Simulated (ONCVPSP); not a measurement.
**Transferability test, ONCV potential for manganese (Mn)**

manganese (Mn), optimised norm-conserving Vanderbilt (ONCV), made with ONCVPSP 4.0.1 (LDA (Perdew-Zunger), scalar-relativistic). Core [Ne], reference 3s2 3p6 3d5 4s2. Waves: 3s+4s: rc 1.30 bohr, ncon 4, nbas 9, qcut 9.1 1/bohr, 3 projectors, debl 3.7 Ha; 3p: rc 1.35 bohr, ncon 4, nbas 8, qcut 8.6 1/bohr, 2 projectors, debl 1.3 Ha; 3d: rc 1.40 bohr, ncon 4, nbas 9, qcut 13.3 1/bohr, 2 projectors, debl 0.7 Ha. Local part: polynomial inside 0.90 bohr (lpopt 5, dvloc0 0 Ha). Core correction: none.

In the p channel the program set the typed energies aside and used -2.002, 0.250 Ha.

Energies are relative to the spin-unpolarised reference configuration 3s2 3p6 3d5 4s2; without spin polarisation the order of configurations can differ from experiment.

Problem. Give the all-electron excitation energy and the error of the potential for: 3s2 3p6 3d5 4s1; 3s2 3p6 3d5 4s0; 3s2 3p6 3d4 4s0; 3s2 3p6 3d4 4s2.

Solution.

```json
{"valence configuration": "3s2 3p6 3d5 4s1", "charge": "+1", "ΔE all-electron (eV)": "8.654", "error AE − PS (meV)": "0.0"}
{"valence configuration": "3s2 3p6 3d5 4s0", "charge": "+2", "ΔE all-electron (eV)": "24.531", "error AE − PS (meV)": "+1.5"}
{"valence configuration": "3s2 3p6 3d4 4s0", "charge": "+3", "ΔE all-electron (eV)": "57.342", "error AE − PS (meV)": "+4.1"}
{"valence configuration": "3s2 3p6 3d4 4s2", "charge": "+1", "ΔE all-electron (eV)": "13.448", "error AE − PS (meV)": "+18"}
```

Levels in the configuration 3s2 3p6 3d4 4s2:

```
level  all-electron (eV)  pseudo (eV)
   3s            -99.963      -99.974
   3p            -68.846      -68.842
   3d            -20.502      -20.452
   4s            -13.795      -13.800
```
